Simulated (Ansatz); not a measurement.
Isolated molecules relaxed with PBE0-D4/def2-TZVP in Ansatz; ΔE leaves out vibrations. CCSD(T)/CBS adds triple-zeta CCSD(T) − MP2 to the extrapolated MP2 energy (def2 sets, frozen cores). Functionals use def2-TZVPP. B3LYP here is the variant with VWN-RPA as its local correlation; programs differ in this. Elements past krypton have def2 core potentials. For In, Mg outer-core shells are correlated without core-valence functions, which leaves a few kJ/mol of doubt a bond. Each species was taken in one conformer, which may not be the lowest.

Consider the redistribution: `C[S][Mg][NH2]` + `[OH][InH][F]` → `C[S][Mg][F]` + `[NH2][InH][OH]`.

```
             level  ΔE (kJ/mol)  difference from CCSD(T)/CBS
         r2SCAN-D4        -65.5                          6.2
           PBE0-D4        -69.1                          2.6
           ωB97M-V        -67.8                          3.9
              PBE0        -68.4                          3.3
             B3LYP        -66.5                          5.2
     HF/def2-TZVPP        -64.7                          7.0
SCS-MP2/def2-TZVPP        -71.8                         -0.1
CCSD(T)/def2-TZVPP        -70.4                          1.3
     HF/def2-QZVPP        -66.8                          4.9
     MP2/CBS(def2)        -76.3                         -4.6
       CCSD(T)/CBS        -71.7                            0
```

Largest T1 diagnostic among the species: 0.017.

In def2-TZVPP, CCSD(T) changes the Hartree–Fock value by −5.8 kJ/mol (the triples alone add +0.3 kJ/mol) and MP2 by −10.4 kJ/mol.
